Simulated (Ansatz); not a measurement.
Input file for CH3BrFGa (`[CH3][Ga]([F])[Br]`):

```yaml
crystal:
  periodic: [false, false, false]
  atoms:
    - {symbol: C, position_ang: [0.017462, 0.998487, -0.021564]}
    - {symbol: Ga, position_ang: [0.038684, -0.940052, 0.083412]}
    - {symbol: F, position_ang: [1.197462, -1.772373, 1.099476]}
    - {symbol: Br, position_ang: [-1.328866, -2.383278, -1.026230]}
    - {symbol: H, position_ang: [-0.946552, 1.349226, -0.387313]}
    - {symbol: H, position_ang: [0.222690, 1.421759, 0.962012]}
    - {symbol: H, position_ang: [0.799129, 1.326232, -0.709794]}
basis:
  gaussian: {orbitals: def2-SVP}
correlation: {method: ccsd_t}
```

```sh
$ ansatz run in.yaml --threads 4 --pin off --events-out ev --progress --plain --max-ram 10444MiB
```

Log, shortened:

```
Functional definition: HF
1052 factors; integrals over basis functions are off by at most 1.1e-3 eV
mean field evaluation 1: about -126099.3748 eV, gradient 3.5e1 eV
mean field evaluation 2: about -126099.3969 eV, gradient 3.5e1 eV
mean field evaluation 4: about -126101.9541 eV, gradient 2.7e0 eV
mean field evaluation 8: about -126101.9831 eV, gradient 1.7e-1 eV
mean field evaluation 16: about -126101.9462 eV, gradient 8.9e-1 eV
mean field -126101.98323823 eV, -4634.1624090106 hartree, gradient 7.3e-6 eV, S^2 0.000000; 0 other end points of the search recorded, 0 dependent functions left out
20 core orbitals not correlated: weight in the atoms' cores, before any rotation towards them, 1.000 or more for the frozen orbitals, at most 0.000 for the correlated occupied ones
reference -126101.98323823 eV, -4634.1624090106 hartree; 22, 22 occupied and 65, 65 virtual orbitals, 1052 factors
second order -20.94548619 eV of doubles, -0.00000000 eV of singles
cycle   1  -20.55926124 eV  change    3.9e-1 eV  update   1.1e-1
cycle   2  -21.07719958 eV  change   -5.2e-1 eV  update   3.2e-2
cycle   3  -21.18120621 eV  change   -1.0e-1 eV  update   1.7e-2
cycle   4  -21.17109159 eV  change    1.0e-2 eV  update   4.1e-3
cycle   5  -21.16819562 eV  change    2.9e-3 eV  update   1.8e-3
cycle   6  -21.16866431 eV  change   -4.7e-4 eV  update   5.1e-4
cycle   7  -21.16850398 eV  change    1.6e-4 eV  update   1.9e-4
cycle   8  -21.16845597 eV  change    4.8e-5 eV  update   5.4e-5
perturbative correction -0.52570909 eV, -0.0193194529 hartree
Total energy: -126123.67740329 eV, -4634.9596548720 hartree
```

Run time 3.2 s (4 threads of an INTEL XEON PLATINUM 8581C on a shared host); peak host memory 0.5 GiB.

MP2 recovers 96.5 % of the CCSD(T) correlation energy and the triples give 2.4 %; T1 = 0.0110.
